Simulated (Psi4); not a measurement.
Here is a job for Psi4.
```
memory 2 GB

molecule mol {
0 1
F    -1.985693    0.525081   -0.574480
C    -1.058050    0.194554    0.378058
C     0.232450    1.023857    0.342659
C     1.032442   -0.284580    0.391571
F     2.023061   -0.393714   -0.548568
C    -0.246560   -1.073460    0.081389
H    -1.581963    0.194733    1.337161
H     0.389833    1.733294    1.149890
H     0.352813    1.521944   -0.616959
H     1.492317   -0.509883    1.357032
H    -0.299910   -1.335963   -0.972978
H    -0.451094   -1.948655    0.691218
}

set {
  basis sto-3g
  reference rks
}

energy('pbe')
print_variables()
```

What does this run give for the dipole moment, total energy, number of basis functions, nuclear repulsion energy?


| Item | Value |
|---|---|
| dipole moment | 0.88 D |
| total energy | -350.5012 Eh |
| number of basis functions | 36 |
| nuclear repulsion energy | 248.3792 Eh |
